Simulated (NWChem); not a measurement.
System: CHCl2F; SMILES FC(Cl)Cl

All runs: NWChem. Pople sets run with spherical d functions. Each level has its own optimisation; frequencies are unscaled.

```json
[
 {"level": "CAM-B3LYP/def2-SVP", "r C–F (Å)": "1.335", "r C–Cl (Å)": "?", "r C–H (Å)": "?", "highest harmonic frequency (cm⁻¹)": "3167", "lowest (cm⁻¹)": "284", "zero-point energy (kcal/mol)": "13.9"},
 {"level": "Hartree-Fock/STO-3G", "r C–F (Å)": "1.358", "r C–Cl (Å)": "1.823", "r C–H (Å)": "1.105", "highest harmonic frequency (cm⁻¹)": "3589", "lowest (cm⁻¹)": "285", "zero-point energy (kcal/mol)": "15.5"},
 {"level": "B3LYP/6-31G*", "r C–F (Å)": "1.344", "r C–Cl (Å)": "1.790", "r C–H (Å)": "1.088", "highest harmonic frequency (cm⁻¹)": "3175", "lowest (cm⁻¹)": "274", "zero-point energy (kcal/mol)": "13.6"}
]
```

Question: Some entries are withheld; supply them.

Answer: 
- CAM-B3LYP/def2-SVP, r C–Cl (Å): 1.768
- CAM-B3LYP/def2-SVP, r C–H (Å): 1.097
